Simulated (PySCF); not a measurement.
## Basis and Hamiltonian dependence of the excitation energy of Cr

Cr [Ar] 3d5 4s1 (7S) → Cr [Ar] 3d4 4s1 5s1 (7D). All values are computed (PySCF 2.14, energy differences of UHF-based or UKS calculations, no spin-orbit coupling). Values in eV.

```tsv
basis	Hamiltonian	functions	UHF	LDA	PBE0	MP2 (valence)	CCSD(T) (valence)	CCSD(T) (valence and next inner shell)
aug-cc-pVDZ	non-relativistic	59	4.648	6.781	6.124	5.632	5.639	n/a
aug-cc-pVDZ-DK	spin-free X2C	59	4.477	6.635	5.970	5.474	5.481	n/a
ANO-RCC-VTZP	spin-free X2C	59	6.660	8.226	7.712	7.568	7.528	7.651
def2-TZVPPD	non-relativistic	67	5.745	7.593	6.997	6.615	6.548	6.709
x2c-TZVPPall with one added diffuse shell each of s, p, d, f type	spin-free X2C	80	4.443	6.702	5.983	5.468	5.478	5.673
aug-cc-pVTZ	non-relativistic	93	4.619	6.872	6.154	5.649	5.653	n/a
aug-cc-pVTZ-DK	spin-free X2C	93	4.449	6.727	6.003	5.494	5.500	n/a
def2-QZVPPD	non-relativistic	93	5.004	7.076	6.385	5.991	5.959	n/a
dyall-av2z	non-relativistic	101	4.614	n/a	n/a	5.603	5.620	n/a
aug-cc-pVTZ with one added diffuse shell each of s, p, d, f, g type	non-relativistic	118	4.612	6.870	6.153	5.646	n/a	n/a
aug-cc-pwCVTZ	non-relativistic	127	4.609	6.859	6.147	5.659	n/a	n/a
```

Question: Estimate the row for aug-cc-pwCVTZ-DK with one added diffuse shell each of s, p, d, f, g type (spin-free X2C, 152 functions).

Answer: From the rows with the same Hamiltonian and similar size; the calculation gives UHF 4.43; LDA 6.71; PBE0 5.99; MP2 (valence) 5.50 (eV).

Frozen in the all-electron rows: valence: [Ar]; valence and next inner shell: [Ne].

At UHF, ANO-RCC-VTZP, def2-TZVPPD, def2-QZVPPD lie more than 0.3 eV from the median of the rows with comparable relativity. Of these, ANO-RCC-VTZP, def2-TZVPPD, def2-QZVPPD have no diffuse functions of the l that the added or promoted electron needs.

Non-relativistic rows lack the scalar-relativistic shift.
